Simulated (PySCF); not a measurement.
silole (C4H6Si), singlet, geometry from GFN2-xTB; MP2/6-311G** run with PySCF.

The PySCF input:
```python
from pyscf import gto, scf, mp

mol = gto.M(
    atom='''
C    -1.20638586    0.78574789   -0.41109095
C     0.02710569    1.29088450   -0.29376265
Si    1.21355663   -0.07286224    0.24738050
C    -0.23813991   -1.27821395    0.25074385
C    -1.35277056   -0.63209551   -0.11058672
H    -2.07420278    1.35899959   -0.70866783
H     0.24603893    2.32689193   -0.49207049
H     1.78955600    0.14895981    1.57457124
H     2.23200545   -0.39041535   -0.75478595
H    -0.23451069   -2.32758409    0.49442049
H    -2.32753594   -1.09471811   -0.18861565
''',
    basis='6-311g**',
    verbose=5,
)

mf = scf.RHF(mol)
mf.kernel()

pt = mp.MP2(mf, frozen=9)
pt.kernel()
print('E(MP2) = %.10f' % pt.e_tot)
mf.analyze()
```

Output, abridged:

```
PySCF version 2.14.0

[INPUT] verbose = 5
[INPUT] max_memory = 4000
[INPUT] num. atoms = 11
[INPUT] num. electrons = 44
[INPUT] charge = 0
[INPUT] spin (= nelec alpha-beta = 2S) = 0
[INPUT] symmetry False subgroup None
[INPUT] Mole.unit = angstrom
[INPUT] Symbol           X                Y                Z      unit          X                Y                Z       unit  Magmom
[...]
[INPUT] ---------------- BASIS SET ----------------
[INPUT] l, kappa, [nprim/nctr], expnt,             c_1 c_2 ...
[INPUT] Si
[...]
                                10354.94          0.005932
                                2333.8796         0.031088
                                657.14295         0.124967
                                214.30113         0.386897
                                77.629168         0.554888
[...]
                                30.630807         0.627765
                                12.801295         0.247623
[...]
                                78.900366         0.068299
                                24.98815          0.290958
                                9.219711          0.732117
[...]
                                1.45131           0.439148
[...]
[INPUT] C
[...]
                                682.024           0.0152306
                                154.973           0.0761269
                                44.4553           0.260801
                                13.029            0.616462
                                1.82773           0.221006
[...]
                                4.80331           0.919999
                                1.45933           -0.00303068
[...]
                                4.80331           0.237594
                                1.45933           0.815854
[...]
[INPUT] H
[...]
                                5.09479           0.190373
                                1.15879           0.852161
[...]
nuclear repulsion = 201.467697664343
number of shells = 68
number of NR pGTOs = 217
number of NR cGTOs = 134
basis = 6-311g**
ecp = {}

******** <class 'pyscf.scf.hf.RHF'> ********
method = RHF
initial guess = minao
damping factor = 0
level_shift factor = 0
DIIS = <class 'pyscf.scf.diis.CDIIS'>
diis_start_cycle = 1
diis_space = 8
diis_damp = 0
SCF conv_tol = 1e-09
SCF conv_tol_grad = None
SCF max_cycles = 50
direct_scf = True
direct_scf_tol = 1e-13
Set gradient conv threshold to 3.16228e-05
Initial guess from minao.
E1 = -1007.756962026677  E2 = 361.36070216783963  Ecoul = 405.13506197789803  Exc = -43.7743598100584
init E= -444.928562194494
cond(S) = 7148.061350801517
[...]
  mo_energy =
[-6.87032490e+01 -1.13263443e+01 -1.13228511e+01 -1.13200548e+01
 -1.13191134e+01 -6.12600571e+00 -4.21296096e+00 -4.21216851e+00
 -4.21046764e+00 -1.59552273e+00 -1.24314880e+00 -1.00547822e+00
 -7.41905601e-01 -7.19338826e-01 -6.37631383e-01 -4.56736947e-01
 -4.53356047e-01 -4.13671902e-01 -3.49720426e-01 -3.33781748e-01
 -3.11679844e-01 -2.22494924e-01 -2.87652448e-02  8.37471061e-02
  1.11395761e-01  1.30205506e-01  1.37184438e-01  1.54835938e-01
  1.74543591e-01  1.91397809e-01  2.11132597e-01  2.11741056e-01
  2.57058620e-01  3.00075013e-01  3.21845893e-01  3.79585869e-01
  4.05672986e-01  4.08863874e-01  4.82700294e-01  4.90917632e-01
  4.99609809e-01  5.13455463e-01  5.49251928e-01  5.55626275e-01
  5.78703104e-01  5.83925804e-01  6.04977540e-01  6.38271511e-01
  6.70436763e-01  7.24094952e-01  7.56522926e-01  7.71223188e-01
  7.84283143e-01  8.10144401e-01  8.19652253e-01  8.72402006e-01
  8.86395351e-01  9.00048637e-01  9.58202995e-01  9.78965579e-01
  1.01528690e+00  1.01769322e+00  1.03393737e+00  1.04123799e+00
  1.14986388e+00  1.19013514e+00  1.20062702e+00  1.26685699e+00
  1.31031912e+00  1.34506107e+00  1.39897970e+00  1.44230934e+00
  1.45049350e+00  1.47671509e+00  1.60625172e+00  1.69582238e+00
  1.70882884e+00  1.71880773e+00  1.73241497e+00  1.73813206e+00
  1.76836755e+00  1.81960584e+00  1.82124742e+00  1.83264469e+00
  1.94605366e+00  1.94941157e+00  1.96689317e+00  1.96846713e+00
  2.02982120e+00  2.04229394e+00  2.07522044e+00  2.11637146e+00
  2.15037776e+00  2.21651274e+00  2.27356262e+00  2.31324538e+00
  2.33487494e+00  2.35230528e+00  2.41052314e+00  2.49982785e+00
  2.55798507e+00  2.65091659e+00  2.69258528e+00  2.69748038e+00
  2.84091722e+00  2.84709408e+00  2.86654690e+00  2.88701215e+00
  2.90390567e+00  2.91448673e+00  2.99049221e+00  3.00492350e+00
  3.02689330e+00  3.04265042e+00  3.17134556e+00  3.26818236e+00
  3.39629475e+00  3.46734908e+00  3.57894660e+00  3.63820684e+00
  3.84788137e+00  3.85664158e+00  4.33129888e+00  4.35508742e+00
  4.62760325e+00  6.18982824e+00  1.22990412e+01  1.23166545e+01
  1.23890438e+01  2.46570791e+01  2.48536434e+01  2.53159868e+01
  2.53298897e+01  1.44035939e+02]
E1 = -1008.4590156080491  E2 = 363.15708662707686  Ecoul = 406.28848624978883  Exc = -43.13139962271197
cycle= 1 E= -443.834231316629  delta_E= 1.09  |g|= 0.374  |ddm|= 2.63
[...]
  mo_energy =
[-6.88176172e+01 -1.12829332e+01 -1.12821093e+01 -1.12049140e+01
 -1.12048875e+01 -6.15096610e+00 -4.25630200e+00 -4.25602094e+00
 -4.25576901e+00 -1.13202281e+00 -9.84950779e-01 -8.62194616e-01
 -7.16047440e-01 -7.15307476e-01 -6.79758578e-01 -5.68224215e-01
 -5.41094312e-01 -5.20945476e-01 -4.58210174e-01 -4.46701518e-01
 -4.33145504e-01 -3.25420573e-01  6.67270804e-02  1.21053375e-01
  1.43112851e-01  1.53805539e-01  1.95466732e-01  1.95911347e-01
  2.06130083e-01  2.21860798e-01  2.32218828e-01  2.38630762e-01
  2.85580984e-01  3.29475447e-01  3.47677135e-01  4.27378027e-01
  4.40675178e-01  4.58109430e-01  5.10424024e-01  5.15747510e-01
  5.34026922e-01  5.57574486e-01  5.86022041e-01  5.87306882e-01
  6.23692162e-01  6.28408305e-01  6.31747747e-01  6.92924608e-01
  7.18516820e-01  7.82969387e-01  8.08163267e-01  8.13937686e-01
  8.23018833e-01  8.27954666e-01  8.64123656e-01  9.08297076e-01
  9.24522320e-01  9.58421290e-01  1.00090404e+00  1.03658603e+00
[...]
converged SCF energy = -443.895787108645
E(RMP2) = -444.543675622252  E_corr = -0.647888513607168
E(SCS-RMP2) = -444.539600952628  E_corr = -0.643813843982924
E(MP2) = -444.5436756223
Total Energy =                        -443.895787108644868
[...]
1 C 3dx2-y2      0.01099  -0.02282  -0.02539  -0.00063
2 Si 1s         -0.00000   0.00000   0.00001  -0.00395
2 Si 2s         -0.00000  -0.00000  -0.00003  -0.00316
2 Si 3s         -0.00000  -0.00000  -0.00181   0.00163
2 Si 4s          0.00000   0.00000   0.01593   0.38992
2 Si 5s          0.00000   0.00000   0.00726  -0.72168
2 Si 6s          0.00000   0.00000   0.00455  -0.57054
2 Si 2px        -0.00000  -0.00000   0.00001   0.00000
2 Si 2py        -0.00000  -0.00001  -0.00000  -0.00000
2 Si 2pz         0.00000   0.00000   0.00000   0.00000
2 Si 3px        -0.00040  -0.00026   0.00322  -0.00005
2 Si 3py        -0.00392  -0.00253  -0.00019   0.00000
2 Si 3pz         0.00083   0.00054   0.00066  -0.00001
2 Si 4px        -0.00098  -0.00031   0.00209   0.00128
2 Si 4py        -0.00952  -0.00304  -0.00013  -0.00008
2 Si 4pz         0.00202   0.00064   0.00043   0.00026
2 Si 5px         0.00110   0.00121  -0.01732   0.00693
2 Si 5py         0.01067   0.01168   0.00104  -0.00042
2 Si 5pz        -0.00226  -0.00248  -0.00353   0.00141
2 Si 6px        -0.00023  -0.00042   0.00141  -0.00015
2 Si 6py        -0.00224  -0.00403  -0.00008   0.00001
2 Si 6pz         0.00048   0.00085   0.00029  -0.00003
2 Si 3dxy       -0.01292  -0.01040  -0.00032   0.00053
2 Si 3dyz       -0.00282  -0.00227  -0.00270  -0.00031
2 Si 3dz^2       0.00097   0.00078  -0.00957   0.00105
2 Si 3dxz        0.00248   0.00200   0.00479  -0.00120
2 Si 3dx2-y2    -0.00212  -0.00171   0.00672  -0.00373
3 C 1s           0.00030   0.00031  -0.00031   0.00000
3 C 2s          -0.00170  -0.00656   0.00707  -0.00027
3 C 3s           0.09679   0.05824  -0.05346  -0.01222
3 C 4s           0.48431   0.49015  -0.49093   0.00048
3 C 2px          0.00240  -0.00420   0.00465   0.00040
3 C 2py         -0.00225   0.00215  -0.00234   0.00032
3 C 2pz          0.00098  -0.00129   0.00143   0.00000
3 C 3px         -0.01112   0.01925  -0.02457  -0.01123
3 C 3py          0.02021  -0.00423   0.00757  -0.01677
3 C 3pz         -0.00679   0.00464  -0.00642   0.00175
3 C 4px          0.00363   0.03167  -0.02943  -0.00088
3 C 4py          0.00840  -0.01302   0.01269  -0.00122
3 C 4pz         -0.00126   0.00903  -0.00853   0.00012
3 C 3dxy        -0.00051  -0.04010   0.03756   0.00526
3 C 3dyz        -0.00771  -0.02069   0.01987  -0.00034
3 C 3dz^2       -0.01079  -0.03275   0.03402  -0.00385
3 C 3dxz         0.00178   0.02363  -0.02412   0.00027
3 C 3dx2-y2     -0.01208   0.00955  -0.01309   0.00102
4 C 1s           0.00032  -0.00032   0.00030   0.00000
4 C 2s          -0.00386   0.00862  -0.00565  -0.00005
4 C 3s           0.07789  -0.03382   0.07014   0.00121
4 C 4s           0.49049  -0.49212   0.48622   0.00010
4 C 2px         -0.00303  -0.00478   0.00360   0.00004
4 C 2py          0.00527  -0.00037  -0.00506  -0.00004
4 C 2pz         -0.00180  -0.00082   0.00186   0.00002
4 C 3px          0.02907   0.02330  -0.00972   0.00428
4 C 3py         -0.03245   0.00647   0.03223   0.00548
4 C 3pz          0.01303   0.00293  -0.00931  -0.00045
4 C 4px          0.00881   0.02882  -0.02509   0.00136
4 C 4py         -0.02370  -0.00367   0.02323  -0.00059
4 C 4pz          0.00716   0.00632  -0.01014   0.00040
4 C 3dxy         0.02554   0.02376  -0.03498  -0.00037
4 C 3dyz        -0.01226   0.02247  -0.01252  -0.00038
4 C 3dz^2       -0.02459   0.04502  -0.02967  -0.00011
4 C 3dxz        -0.00290  -0.02411   0.02576  -0.00007
4 C 3dx2-y2     -0.02901  -0.01020   0.03380  -0.00109
5 H 1s           0.00338  -0.00254  -0.00299   0.00002
5 H 2s           0.00238  -0.00150  -0.00016  -0.00009
5 H 3s          -0.01789   0.01650   0.01634   0.00099
5 H 2px          0.02361  -0.01995  -0.02505  -0.00046
5 H 2py         -0.02163   0.01268   0.01096   0.00008
5 H 2pz          0.00949  -0.00673  -0.00730  -0.00011
6 H 1s           0.00367   0.00290   0.00276   0.00010
6 H 2s           0.00305   0.00095   0.00323  -0.00191
6 H 3s          -0.01631  -0.01713  -0.01678  -0.00159
6 H 2px         -0.00519  -0.00842  -0.00904  -0.00190
6 H 2py         -0.03613  -0.02732  -0.02589  -0.00067
6 H 2pz          0.00738   0.00473   0.00428  -0.00020
7 H 1s           0.00000   0.00000   0.00030   0.00060
7 H 2s          -0.00000   0.00000   0.00162  -0.00135
7 H 3s           0.00000   0.00000   0.00020  -0.00380
7 H 2px         -0.00037  -0.00024   0.00209  -0.00430
7 H 2py         -0.00356  -0.00231  -0.00069  -0.00112
7 H 2pz          0.00076   0.00049  -0.00226  -0.00736
8 H 1s           0.00000   0.00000   0.00030   0.00060
8 H 2s          -0.00000   0.00000   0.00162  -0.00135
8 H 3s           0.00000   0.00000   0.00020  -0.00380
8 H 2px         -0.00037  -0.00024   0.00111  -0.00667
8 H 2py         -0.00356  -0.00231   0.00050   0.00177
8 H 2pz          0.00076   0.00049   0.00291   0.00512
9 H 1s          -0.00367  -0.00290   0.00276   0.00010
9 H 2s          -0.00305  -0.00095   0.00323  -0.00191
9 H 3s           0.01631   0.01713  -0.01678  -0.00159
9 H 2px         -0.00229   0.00271  -0.00361  -0.00174
9 H 2py         -0.03630  -0.02799   0.02665   0.00089
9 H 2pz          0.00797   0.00699  -0.00686  -0.00054
10 H 1s         -0.00338   0.00254  -0.00299   0.00002
10 H 2s         -0.00238   0.00150  -0.00016  -0.00009
10 H 3s          0.01789  -0.01650   0.01634   0.00099
10 H 2px        -0.02776   0.02231  -0.02699  -0.00047
10 H 2py        -0.01855   0.01015  -0.00784  -0.00002
10 H 2pz        -0.00098   0.00189  -0.00331  -0.00008
 ** Mulliken pop on meta-lowdin orthogonal AOs  **
 ** Mulliken pop  **
 ** Mulliken atomic charges  **
charge of    0C =     -0.07744
charge of    1C =     -0.37771
charge of    2Si =      0.74514
charge of    3C =     -0.37771
charge of    4C =     -0.07744
charge of    5H =      0.10322
charge of    6H =      0.10910
charge of    7H =     -0.12974
charge of    8H =     -0.12974
charge of    9H =      0.10910
charge of   10H =      0.10322
Dipole moment(X, Y, Z, Debye): -0.25699,  0.01543, -0.05239
```
